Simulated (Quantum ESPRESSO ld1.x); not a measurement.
The numbers below are computed, except where a source is named.
All-electron atom: Nd3+ in [Xe] 4f3 (the NIST ground configuration).

Code: ld1.x of Quantum ESPRESSO 7.5. Model: scalar-relativistic Kohn-Sham, relativistic LDA (MacDonald-Vosko exchange, VWN5 correlation), spin-unpolarised, spherical densities, point nucleus.

Energy parts (hartree):
| part | energy |
|---|---|
| total | -9600.382 |
| kinetic | 10186.962 |
| electron-nucleus | -23248.364 |
| Hartree | 3659.998 |
| exchange-correlation | -198.978 |

Orbitals (lengths in bohr, moments of r in powers of bohr):
\begin{tabular}{lrrr}
orbital & occ. & eigenvalue (hartree) & <1/r> \\ \hline
1s & 2 & -1586.30 & 65.78 \\
2s & 2 & -257.872 & 15.21 \\
2p & 6 & -231.011 & 14.35 \\
3s & 2 & -56.8753 & 5.544 \\
3p & 6 & -48.3728 & 5.243 \\
3d & 10 & -36.5014 & 4.981 \\
4s & 2 & -12.2039 & 2.329 \\
4p & 6 & -9.40475 & 2.148 \\
4d & 10 & -5.40909 & 1.883 \\
5s & 2 & -2.48182 & 0.9242 \\
5p & 6 & -1.77128 & 0.7953 \\
4f & 3 & -1.14927 & 1.344 \\
5d & 0 & -0.89292 & 0.5669 \\
6s & 0 & -0.78289 & 0.3982 \\
6p & 0 & -0.60008 & 0.3404 \\
5f & 0 & -0.33543 & 0.2753 \\
\end{tabular}

The highest occupied level is 4f at -31.273 eV. Summed over all electrons, <r^2> = 37.37 bohr^2, which gives a Langevin (diamagnetic) susceptibility term of -29.6 x 10^-6 cm^3/mol. The density falls to 0.001 e/bohr^3 at r = 3.38 bohr. For comparison, the ionisation energy in NIST's Atomic Spectra Database is 40.60 eV (semi-empirical). In exact Kohn-Sham theory the highest level is minus the ionisation energy, but local and semilocal functionals leave it too shallow, through self-interaction and a potential that decays too fast; potentials with the right tail come closer.

Beside tabulated values, note that spin-unpolarised runs miss the spin-polarisation part of the exchange energy of open shells.
